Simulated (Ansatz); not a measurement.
Born–Oppenheimer molecular dynamics of Cl$_{3}$HHfO (6 atoms, charge 0, multiplicity 1). It starts from a relaxed structure.

All numbers below come from Ansatz, RHF/def2-SVP.

```json
{
  "ensemble": "NVT, Langevin thermostat",
  "time step": "3 fs",
  "steps asked": "40",
  "set temperature": "1000 K",
  "friction": "0.01 /fs",
  "seed": "292709"
}
```

First frame:

```xyz
6
Properties=species:S:1:pos:R:3
Hf -0.065 -0.108 0.024
Cl -0.043 -0.015 2.395
O 1.705 -0.339 -0.605
H 2.585 -0.460 -0.917
Cl -0.947 1.913 -0.854
Cl -1.387 -1.943 -0.697
```

Q: What does the run give?

A: All steps were run.

| Property | Result |
| --- | --- |
| steps done | 40 |
| time covered | 120 fs |
| mean temperature over the second half | 12026 K |
| spread of the potential energy over the second half | 45.0 meV per atom |
| mean potential energy of the second half above the start | 2176.5 meV per atom |

The temperature shot up to 55000 K, far beyond the bath's, so the integration failed: the time step of 3 fs is too long for the fastest motions that this run met, and the later frames carry no physical meaning.

Q: What happens to the structure?

A: Parted: O3–H4 0.94 → 61.79 Å. It ends as Cl3HfO + H. Pairs count as bonded within 1.25 times the sum of covalent radii (0.12 Å more for H–H). Another seed would give other details.

Q: How do temperature and energy run in time?

A: 
| time (fs) | T (K) | potential energy less start (eV) |
| --- | --- | --- |
| 0 | 833 | 0.000 |
| 9 | 55336 | 10.674 |
| 18 | 45056 | 13.712 |
| 27 | 37283 | 12.388 |
| 36 | 29244 | 13.625 |
| 45 | 24555 | 13.942 |
| 54 | 20736 | 13.050 |
| 63 | 17286 | 12.737 |
| 72 | 15288 | 13.418 |
| 81 | 13493 | 12.713 |
| 90 | 12439 | 13.087 |
| 99 | 9829 | 13.296 |
| 108 | 8952 | 12.866 |
| 117 | 7204 | 13.235 |

Time of the run: 2.7 min on 1 thread of Arm Neoverse V2, with other jobs on the host, peak memory 0.23 GiB.
